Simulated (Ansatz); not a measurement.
CH7AlBNO, relaxed with RKS PBE0-D4/def2-TZVP in the Gaussian-basis code of Ansatz from a PBE-D4/def2-SVP geometry. The force threshold is 0.005 eV/Å; the program also tests the step.

The species carries charge 0 and has multiplicity 1. The bonds changed during the relaxation, so this is another structure than the one it started from.

Start:

```xyz
12

B     2.002   -0.925    0.318
N     0.830   -0.156    0.475
C    -0.449   -0.439   -0.071
O    -0.738    0.498   -1.311
Al   -1.993    0.784    0.179
H     1.962   -1.903   -0.403
H     3.004   -0.584    0.915
H     0.849    0.646    1.115
H    -0.473   -1.461   -0.488
H     0.063    1.032   -1.497
H    -3.488    0.402   -0.221
H    -1.570    2.105    0.988
```

```
         step  energy (eV)  largest force (eV/Å)  largest move (Å)
            1  -11954.4656                 0.635             0.000
            2  -11954.5070                 0.203             0.027
            3  -11954.5131                 0.128             0.015
            4  -11954.5138                 0.070             0.011
            5  -11954.5142                 0.017             0.005
 6 (rejected)  -11954.5142                 0.026             0.014
            7  -11954.5143                 0.016             0.007
            8  -11954.5144                 0.018             0.019
            9  -11954.5144                 0.022             0.004
           10  -11954.5144                 0.013             0.004
           11  -11954.5144                 0.008             0.002
12 (rejected)  -11954.5144                 0.020             0.002
           13  -11954.5144                 0.003             0.001
```

End:

```xyz
12

B     1.985   -0.917    0.301
N     0.829   -0.155    0.493
C    -0.444   -0.434   -0.045
O    -0.722    0.484   -1.285
Al   -1.971    0.780    0.155
H     1.930   -1.863   -0.429
H     2.984   -0.600    0.876
H     0.851    0.622    1.139
H    -0.470   -1.439   -0.455
H     0.055    1.030   -1.448
H    -3.449    0.380   -0.235
H    -1.577    2.112    0.934
```

It took 39 s on 4 threads of an Arm Neoverse V2 on a shared host, with 0.5 GiB of host memory at the peak.
